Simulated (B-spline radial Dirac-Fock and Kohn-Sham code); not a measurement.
## Co 2p3/2: cross section and angular parameters

System: the free cobalt atom, configuration [Ar] 3d7 4s2; threshold 778.1 eV (tabulated edge). Level of theory: Dirac-Hartree-Slater photoionisation with a Latter tail; cross sections with all multipoles, angular parameters from the dipole term and its interference with E2; a B-spline atomic structure program.

For linearly polarised light dσ/dΩ = σ/(4π) [1 + β P₂(cos θ) + (δ + γ cos²θ) sin θ cos φ], with θ from the polarisation vector and φ the angle between the beam and the projection of the electron momentum on the plane normal to the polarisation.

| hν (eV) | σ (kb) | β | γ | δ |
| --- | --- | --- | --- | --- |
| 796 | 763 | 0.588 | -0.084 | 0.014 |
| 822 | 739 | 0.804 | -0.098 | 0.010 |
| 929 | 550 | 1.192 | -0.101 | 0.009 |
| 1030 | 428 | 1.331 | -0.047 | 0.014 |
| 1253.6 | 261 | 1.442 | 0.093 | 0.020 |
| 1360 | 211 | 1.460 | 0.155 | 0.022 |
| 2520 | 37.5 | 1.388 | 0.624 | 0.044 |
| 2984.4 | 22.6 | 1.333 | 0.745 | 0.054 |
| 3580 | 13.0 | 1.264 | 0.870 | 0.066 |
| 4000 | 9.21 | 1.217 | 0.944 | 0.075 |
| 6740 | 1.71 | 0.970 | 1.249 | 0.137 |
| 8047.8 | 0.948 | 0.881 | 1.338 | 0.166 |
| 12000 | ? | ? | ? | ? |
| 13000 | 0.182 | 0.642 | 1.536 | 0.267 |
| 14100 | 0.136 | 0.603 | 1.565 | 0.287 |
| 15000 | 0.109 | 0.574 | 1.586 | 0.303 |

Problem. Give the values at 12000 eV.

Solution. σ = 0.240 kb, β = 0.681, γ = 1.507, δ = 0.247.

Values without a named source are computed, but for edge energies of neutral atoms, which are taken from tables.
